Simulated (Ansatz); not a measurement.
`Cl[Si](Cl)(Cl)Br` + H₂S → `S[Si](Cl)(Cl)Cl` + HBr at 700 K and 1 bar (ligand exchange at the Si–Br bond).

Gas-phase electronic energies from Ansatz, PBE0-D4/def2-TZVP geometries. CBS: MP2 limit from def2 TZ/QZ plus the TZ coupled-cluster correction, frozen cores. This one scheme is used for every species. For Br outer-core shells are correlated without core-valence functions, which leaves a few kJ/mol of doubt a bond. Scalar relativity is left out up to krypton. One conformer a species, not always the lowest.

```
           species  CCSD(T)/CBS energy (Eh)  H − E (kJ/mol)  S (J/(mol·K))
`Cl[Si](Cl)(Cl)Br`              -4241.93609            78.4          440.1
               H₂S               -398.97279            64.8          236.9
 `S[Si](Cl)(Cl)Cl`              -2066.97878           107.7          461.4
               HBr              -2573.91920            36.5          223.7
```

H − E and S are ideal-gas, rigid-rotor, harmonic terms from PBE0-D4/def2-TZVP, for one conformer and one mirror image of each species. 1 Eh = 2625.50 kJ/mol, R = 8.31446 J/(mol·K).

**Question.** By hand: ΔE, ΔH, ΔS and ΔG.

**Answer.** ΔE = (-2066.97878) + (-2573.91920) − (-4241.93609) − (-398.97279) = 0.01090 Eh = 28.6 kJ/mol. Δ(H − E) = 107.7 + 36.5 − 78.4 − 64.8 = 1.0, so ΔH = 29.6 kJ/mol. ΔS = 461.4 + 223.7 − 440.1 − 236.9 = 8.1 J/(mol·K). ΔG = 29.6 − 700 × (8.1)/1000 = 23.9 kJ/mol.

**Question.** By hand: the equilibrium constant, and the temperature at which ΔG would vanish if ΔH and ΔS stayed fixed.

**Answer.** log₁₀ K = −ΔG/(RT ln 10) = -1.8. ΔG = 0 at ΔH/ΔS = 3654 K, far beyond where these terms or the molecules hold.

The number of gas molecules stays the same, so ΔS is small and ΔH decides. A doubt of 5 kJ/mol in ΔE shifts log₁₀ K by 0.4 here. Other conformers and mirror images would add mixing entropy, several J/(mol·K) or more a flexible species. These are equilibria of isolated gas molecules and say nothing of rates. Largest T1 diagnostic: 0.010 (customary marks: 0.02 for closed shells, 0.045 for open ones).
